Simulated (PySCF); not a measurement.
Screening by computed properties: pick the candidate that meets the target.

Each SMILES stands for a single optimised conformer of the isolated species, non-relativistic unless stated; the electronic structure was computed with PySCF and density fitting.

Dipoles, sizes and rotational constants follow the conformer. The torsions of the flexible species, by atom-mapped SMILES:
- `[CH3:1][c:2]1[c:3]([F:4])[cH:5][n:6][n:7]1[SiH2:8][NH2:9]`: N6–N7–Si8–N9 -14°, H–N9–Si8–N7 164°, H–N9–Si8–N7 18°
- `[O:1]=[C:2]([OH:3])[C@:4]1([CH:5]([F:6])[F:7])[CH2:8][CH2:9][SiH2:10]1`: O1–C2–C4–C5 -26°, C2–C4–C5–F6 -83°, H–O3–C2–O1 2°
- `[CH3:1][C:2]#[C:3][Si@@H:4]([F:5])[C@H:6]([CH3:7])[O:8][CH2:9][CH3:10]`: C3–Si4–C6–C7 -155°, Si4–C6–O8–C9 -131°, C6–O8–C9–C10 81°
- `[CH3:1][CH2:2]/[C:3](=[CH:4]\[SiH2:5][CH2:6][F:7])[C:8]([CH3:9])=[O:10]`: C1–C2–C3–C4 -99°, C3–C4–Si5–C6 179°, C4–Si5–C6–F7 179°, C2–C3–C8–C9 -157°

Task: Wanted: HOMO energy above -7.3 eV (PBE0/pcSseg-1) and smallest rotational constant below 0.6 GHz (GFN2-xTB), at GFN2-xTB geometries. Which candidate meets both?
A. `CC/C(=C\[SiH2]CF)C(C)=O`
B. `O=C(O)[C@]1(C(F)F)CC[SiH2]1`
C. `CC#C[Si@@H](F)[C@H](C)OCC`
D. `N[SiH2]n1ncc(c1C)F`

Result: C. Computed values:
| species | HOMO energy | smallest rotational constant |
| --- | --- | --- |
| O=C(O)[C@]1(C(F)F)CC[SiH2]1 | -8.03 eV | 0.844 GHz |
| CC/C(=C\[SiH2]CF)C(C)=O | -7.45 eV | 0.414 GHz |
| CC#C[Si@@H](F)[C@H](C)OCC | -7.07 eV | 0.509 GHz |
| N[SiH2]n1ncc(c1C)F | -6.80 eV | 0.725 GHz |
